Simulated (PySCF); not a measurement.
³¹P chemical shifts

[PySCF 2.14: coordinates at the GFN2-xTB level; shielding tensors at PBE0/pcSseg-1 (GIAO); gas phase; a single conformation; averaged over atoms made equivalent by symmetry, fast rotation or ring inversion; non-relativistic Hamiltonian]

Shieldings were converted by a linear fit to measured shifts: ³¹P: δ = 270.09 − 0.828σ (rms 18.1 ppm, 64 shifts vs H3PO4, solution or neat liquid). Occasional misses reach two or three times the rms, and more in compound classes unlike the fitted ones.

(1) Give the ³¹P shifts of `CC[P@H](=O)c1ccco1`, `O=P1(CO)C=CCC=C1`, `COc1cnc(C)cp1`, `C[P@@H](=O)c1ccccn1`.

(2) Order these by ³¹P shift, lowest first.
A. C#CC[P@](=O)(O)CC=C
B. C/C(F)=P\CC(C)(C)C
C. C[SiH2][SiH2]P
D. COc1nc(C)ccp1
E. C[P@@H](=O)c1ccncc1

Results:

(1) 
| compound | environment | δ (ppm) |
| --- | --- | --- |
| CC[P@H](=O)c1ccco1 | phosphorus bonded to 2 C, O, H | -12.0 |
| O=P1(CO)C=CCC=C1 | phosphorus bonded to 3 C, O, in a 6-membered ring | -7.8 |
| COc1cnc(C)cp1 | phosphorus bonded to 2 C, in a 6-membered ring | 155.5 |
| C[P@@H](=O)c1ccccn1 | phosphorus bonded to 2 C, O, H | -3.7 |

(2) C (-251.6 ppm, phosphorus bonded to Si, 2 H), E (-7.2 ppm, phosphorus bonded to 2 C, O, H), A (32.9 ppm, phosphorus bonded to 2 C, 2 O), D (117.4 ppm, phosphorus bonded to 2 C, in a 6-membered ring), B (144.7 ppm, phosphorus bonded to 2 C).
